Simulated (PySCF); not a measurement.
**H₂Te: breathing scan**

Method: PySCF, PBE0, basis Te x2c-TZVPall, H x2c-TZVPall (spin-free X2C, no spin–orbit coupling, density fitting).

Rigid scan from the singlet minimum (Te–H 1.657 Å (×2); H–Te–H 90.1°). Coordinate: all bonds to the central atom scaled together. Energies in kJ/mol from the minimum.

| scale of all bonds to the centre | E (kJ/mol) | dipole size (D) |
| --- | --- | --- |
| 0.88 | 88.7 | 0.48 |
| 0.92 | 35.3 | 0.40 |
| 0.96 | 7.9 | 0.32 |
| 1.00 | 0.0 | 0.24 |
| 1.04 | 6.8 | 0.15 |
| 1.08 | 24.5 | 0.07 |
| 1.14 | 65.4 | 0.04 |
| 1.22 | 136.0 | 0.19 |
| 1.35 | 266.1 | 0.41 |

At long bonds a restricted determinant can lie too high, and another spin state can fall below this curve.

Other isomers or separated fragments may lie lower.

The scan took 6.5 s on 2 threads of a shared Arm Neoverse V2 host; the process peaked at 0.69 GiB. Launch command: `OMP_NUM_THREADS=2 python axn.py task.json out`.
